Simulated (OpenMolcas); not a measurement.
What dynamic correlation does to the levels of Tb³⁺

| Property | Result |
| --- | --- |
| Program | OpenMolcas |
| Basis | ANO-RCC-VDZP [7s6p4d2f1g] |
| Scalar Hamiltonian | DKH2, point nucleus |
| Active space | 8 electrons in 7 orbitals (4f) |
| State averaging | 2S+1 = 7 even, 7 roots; 2S+1 = 5 even, 140 roots (105 in the spin-orbit step); 2S+1 = 3 even, 259 roots kept (CI in the orbitals of an earlier block, 141 in the spin-orbit step); 2S+1 = 1 even, 121 roots kept (CI in the orbitals of an earlier block, 47 in the spin-orbit step) |
| Spin-orbit coupling | state interaction with AMFI integrals over the reference wave functions, term energies averaged over their components |

Methods on the same reference wave functions:
A. CASSCF
B. SS-CASPT2, IPEA 0.25 Eh, imaginary shift 0.1 Eh (closed shells correlated: 5s 5p)
C. MS-CASPT2, IPEA 0.25 Eh, imaginary shift 0.1 Eh (closed shells correlated: 5s 5p)

Energies in cm-1 above 4f8 7F6, the measured ground level; measured values from Martin, Zalubas and Hagan, Atomic Energy Levels: The Rare-Earth Elements, NSRDS-NBS 60 (1978).

```
            Level      A      B      C  Measured
          4f8 7F6    0.0    0.0    0.0       0.0
          4f8 7F5   2112   2140   2140      2052
          4f8 7F4   3478   3460   3460      3314
          4f8 7F3   4517   4490   4490      4292
          4f8 7F2   5259   5220   5220      4978
          4f8 7F1   5747   5700   5700      5432
          4f8 7F0   5989   5940   5940      5654
       4f8 5D4(1)  23460  20980  20980          
       4f8 5D3(1)  29441  26990  26990          
         4f8 5L10  30245  29620  29620          
4f8 5G6(1) [72 %]  31276  28980  28980          
          4f8 5L9  31722  31050  31050          
       4f8 5D2(1)  31984  29410  29410          
       4f8 5G5(1)  32417  30090  30090          
          4f8 5L8  32539  31830  31830          
          4f8 5L7  32852  32070  32070          
          4f8 5L6  33019  32240  32240          
       4f8 5G4(1)  33226  30870  30870          
       4f8 5G3(1)  33709  31310  31310          
       4f8 5G2(1)  34003  31560  31560          
       4f8 5D1(1)  34374  31840  31840          
       4f8 5D0(1)  35251  32690  32690          
       4f8 5H7(1)  36558  34500  34500          
4f8 5H6(1) [70 %]  38608  36470  36470
```

Deviations, from unrounded energies. A percentage is the sum of absolute deviations over the sum of measured energies, with the sign that they share, or ± where signs differ.

```
                  Against measurement  Levels     A     B     C
       mean absolute deviation (cm-1)       6   230   200   200
fine structure of the ground term (%)       6  +5.4  +4.7  +4.7
```

B, C lie about equally close to measurement and A furthest from it. The largest miss of B in the table is 4f8 7F0, by +290 cm-1. The ranking rests on the paired levels alone, and a cruder setting can come out closer through cancelling errors.

Between B and C no level of the table moves by more than 5 cm-1.

The two smallest mean deviations differ by little beside CASPT2's spread within terms, so their order carries little weight.

From A to B the spin-free energies of the other terms of 4f8 shown, above 7F, scale by factors of 0.90 to 0.97.

The lowest spin-free term lies below A's lowest term by 0.496 hartree in B, 0.496 hartree in C.

Term energies are means over components that CASPT2 splits; among the terms shown or strongly mixed into the levels shown the widest spread is 110 cm-1 (4f8 5I, B). High states are left out of the spin-orbit mixing, which shifts the levels that they would mix with. The basis is small and was not contracted for so high a charge. Without dynamic correlation excited terms often stand tens of per cent too high (terms of higher spin than the ground term too low), and those without a measured partner can miss by more than the paired ones (holds for A). Blocks of more than 70 roots (2S+1 = 5 even, 3 even) ran without multistate coupling (holds for C). Measured partners are found by configuration, term and J. A level has none where our copy of the source lacks it or the pairing is in doubt (some pairs that miss far off the trend of their configuration count as doubtful), and it then counts in no deviation. Only configurations of the active space appear. The table leaves out levels that lie high or whose names do not pair safely across all columns.

A share in square brackets marks a mixed level and gives the weight of the term that names it, the lowest over the columns. A number in round brackets counts repeated terms of one configuration in the order of the reference energies.
